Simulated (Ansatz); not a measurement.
Basis-set series for GaH$_{10}$NOSi$_{2}$Sn (`[NH2][Sn@@H]([GaH2])[Si@H](O)[SiH3]`). Charge 0, multiplicity 1. Sn takes the def2 core potential. The structure was optimised at the PBE0-D4/def2-TZVP level. It is one conformer, not always the lowest.

```
functional       basis  functions  energy (Eh)  HOMO (eV)  LUMO (eV)
   PBE0-D4    def2-SVP        172  -2852.98828      -6.71      -2.19
   PBE0-D4  def2-QZVPP        725  -2853.69448      -6.84      -2.26
   ωB97M-V    def2-SVP        172  -2853.34481      -8.64      -0.48
   ωB97M-V  def2-QZVPP        725  -2854.05585      -8.74      -0.66
```

**Question.** Give the rows for def2-TZVPP. (An estimate is asked.)

**Answer.** The calculation gave: 
| functional | basis | functions | energy (Eh) | HOMO (eV) | LUMO (eV) |
| --- | --- | --- | --- | --- | --- |
| PBE0-D4 | def2-TZVPP | 384 | -2853.62120 | -6.82 | -2.23 |
| ωB97M-V | def2-TZVPP | 384 | -2853.98507 | -8.73 | -0.57 |

Scalar relativity is left out up to krypton.

All numbers were calculated with Ansatz.
